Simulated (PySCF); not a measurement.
C5H12Si.
SMILES with atom numbers: `[CH3:1][C@H:2]1[CH2:3][Si@H:4]([CH3:5])[CH2:6]1` (hydrogens: H7, H8, H9 on C1; H10 on C2; H11, H12 on C3; H13 on Si4; H14, H15, H16 on C5; H17, H18 on C6)

Method: PBE0-D3(BJ)/def2-SVP geometry optimisation, gas phase in PySCF; density fitting, grid level 1; the optimiser is geomeTRIC in internal coordinates, started from a GFN2-xTB structure with every atom displaced at random (about 0.01 Å).

Step 4: E = -13242.7210 eV
```
atom  x, y, z in Å  |  force x, y, z in eV/Å
C1     -2.4002   -0.4267   -0.1229    0.013   0.024  -0.003
C2     -1.0192   -0.8975   -0.5470    0.034   0.007   0.028
C3     -0.0383    0.2942   -0.8096   -0.028  -0.025  -0.015
Si4     0.9098   -0.2051    0.7524    0.012  -0.022   0.025
C5      2.7475   -0.5544    0.5891    0.012   0.073   0.051
C6     -0.2798   -1.6717    0.5956   -0.020   0.032  -0.023
H7     -2.8840    0.1608   -0.9196    0.004  -0.004   0.009
H8     -2.3410    0.2143    0.7735    0.002  -0.006  -0.001
H9     -3.0537   -1.2790    0.1201   -0.012  -0.005   0.003
H10    -1.1223   -1.5265   -1.4466   -0.026  -0.014  -0.014
H11    -0.5260    1.2791   -0.8580    0.009   0.011  -0.011
H12     0.5511    0.1652   -1.7310    0.002  -0.011  -0.005
H13     0.6721    0.6732    1.9442    0.007   0.002   0.001
H14     2.9507   -1.1854   -0.2884   -0.008  -0.023  -0.030
H15     3.1315   -1.0738    1.4816   -0.006   0.004  -0.004
H16     3.3158    0.3830    0.4758    0.001  -0.016   0.000
H17    -0.9213   -1.9363    1.4493    0.002  -0.027   0.001
H18     0.2098   -2.5926    0.2423    0.002   0.000  -0.014
```

Step 5: E = -13242.7247 eV
```
atom  x, y, z in Å  |  force x, y, z in eV/Å
C1     -2.3942   -0.4084   -0.0895    0.004   0.023   0.004
C2     -1.0337   -0.8984   -0.5536    0.085  -0.003   0.019
C3     -0.0394    0.2782   -0.8386   -0.034  -0.092  -0.044
Si4     0.9038   -0.2101    0.7289   -0.034  -0.021   0.059
C5      2.7465   -0.5446    0.6110    0.033   0.125   0.092
C6     -0.2732   -1.6865    0.5665   -0.010   0.072  -0.092
H7     -2.8858    0.2003   -0.8651    0.003  -0.005   0.004
H8     -2.3026    0.2168    0.8150    0.001  -0.001   0.002
H9     -3.0576   -1.2527    0.1549   -0.009   0.000   0.010
H10    -1.1696   -1.5227   -1.4524   -0.045  -0.009  -0.011
H11    -0.5130    1.2675   -0.9175    0.012   0.021   0.000
H12     0.5489    0.1106   -1.7550    0.004   0.008   0.004
H13     0.6375    0.6708    1.9131    0.016   0.000   0.001
H14     2.9913   -1.1872   -0.2467   -0.023  -0.030  -0.033
H15     3.1024   -1.0396    1.5289    0.007  -0.020  -0.019
H16     3.3079    0.3984    0.5069    0.000  -0.021  -0.016
H17    -0.9000   -1.9883    1.4179    0.001  -0.034   0.010
H18     0.2333   -2.5833    0.1761   -0.012  -0.014   0.010
```

Step 6: E = -13242.7308 eV
```
atom  x, y, z in Å  |  force x, y, z in eV/Å
C1     -2.3741   -0.3722   -0.0284   -0.013   0.021   0.021
C2     -1.0582   -0.9037   -0.5671    0.133  -0.030  -0.018
C3     -0.0390    0.2405   -0.8925   -0.042  -0.140  -0.050
Si4     0.8886   -0.2237    0.6913   -0.058  -0.017   0.084
C5      2.7403   -0.5184    0.6538    0.041   0.151   0.125
C6     -0.2635   -1.7179    0.5092   -0.004   0.116  -0.141
H7     -2.8761    0.2741   -0.7656   -0.001  -0.005  -0.005
H8     -2.2174    0.2259    0.8852   -0.003   0.006   0.003
H9     -3.0592   -1.1960    0.2265    0.000   0.005   0.015
H10    -1.2612   -1.5176   -1.4611   -0.060   0.004  -0.002
H11    -0.4851    1.2366   -1.0242    0.012   0.027   0.009
H12     0.5489    0.0085   -1.7957    0.010   0.022   0.015
H13     0.5677    0.6589    1.8609    0.013  -0.002  -0.002
H14     3.0504   -1.1754   -0.1710   -0.035  -0.029  -0.031
H15     3.0528   -0.9775    1.6059    0.027  -0.046  -0.034
H16     3.2848    0.4358    0.5629   -0.002  -0.020  -0.036
H17    -0.8642   -2.0853    1.3528    0.000  -0.035   0.016
H18     0.2669   -2.5718    0.0577   -0.019  -0.028   0.031
```

Question: Estimate the geometry and energy of step 7. (The exact step hangs on the optimiser's Hessian estimate; all steps are aligned on step 6, rigid shifts and turns removed.)

Answer: E = -13242.7366 eV, largest force 0.148 eV/Å
```
atom  x, y, z in Å  |  force x, y, z in eV/Å
C1     -2.3478   -0.3386    0.0239   -0.020   0.014   0.030
C2     -1.0775   -0.9112   -0.5798    0.122  -0.045  -0.049
C3     -0.0366    0.2004   -0.9384   -0.042  -0.104  -0.029
Si4     0.8715   -0.2394    0.6650   -0.038  -0.005   0.071
C5      2.7299   -0.4882    0.6933    0.028   0.102   0.103
C6     -0.2579   -1.7479    0.4563   -0.008   0.096  -0.111
H7     -2.8554    0.3377   -0.6814   -0.005  -0.004  -0.011
H8     -2.1309    0.2384    0.9388   -0.005   0.010  -0.002
H9     -3.0531   -1.1396    0.2963    0.008   0.005   0.013
H10    -1.3452   -1.5133   -1.4656   -0.047   0.015   0.006
H11    -0.4570    1.2010   -1.1140    0.006   0.019   0.010
H12     0.5539   -0.0829   -1.8255    0.015   0.018   0.020
H13     0.5001    0.6417    1.8206    0.003  -0.004  -0.005
H14     3.0851   -1.1511   -0.1089   -0.032  -0.014  -0.019
H15     3.0162   -0.9262    1.6635    0.034  -0.046  -0.033
H16     3.2559    0.4765    0.6089   -0.004  -0.010  -0.039
H17    -0.8370   -2.1702    1.2894    0.000  -0.022   0.014
H18     0.2882   -2.5660   -0.0416   -0.013  -0.025   0.031
```

The energy changes by -0.0058 eV. The first-order estimate −F·Δx gives -0.0071 eV and the mean of the old and new forces, exact on a quadratic surface, -0.0043 eV. The step makes an angle of 87° with the force vector and moves no atom by more than 0.109 Å.

The cost below is that of the whole optimisation. On one thread of an Arm Neoverse V1, no GPU, shared host with 32 logical CPUs at a one-minute load of 26, this took 1.9 min of wall time and 0.60 GiB of memory at its peak.
